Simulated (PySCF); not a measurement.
## Working out the excitation energy of Tl

Tl [Xe] 4f14 5d10 6s2 6p1 (2P) → Tl [Xe] 4f14 5d10 6s1 6p2 (4P). Computed with PySCF 2.14 in def2-TZVPPD with the def2 core potential (60 electrons) (7s5p4d2f, 56 functions), with scalar relativity through the core potential. Frozen: 5s2 5p6 5d10. Energies in hartree (1 hartree = 27.21139 eV):

| part | Tl (lower) | Tl (upper) |
| --- | --- | --- |
| UHF | -171.515042 | -171.356799 |
| CCSD correlation | -0.035264 | -0.009333 |
| (T) | -0.000489 | -0.000062 |

Problem. What does Hartree-Fock give?

Solution. (-171.356799) − (-171.515042) = 0.158243 hartree = 4.306 eV.

Problem. What do CCSD and CCSD(T) give?

Solution. The CCSD correlation energies differ by 0.025931 hartree = 0.706 eV and the triples by 0.000427 hartree = 0.012 eV, so CCSD gives 5.012 eV and CCSD(T) 5.024 eV.
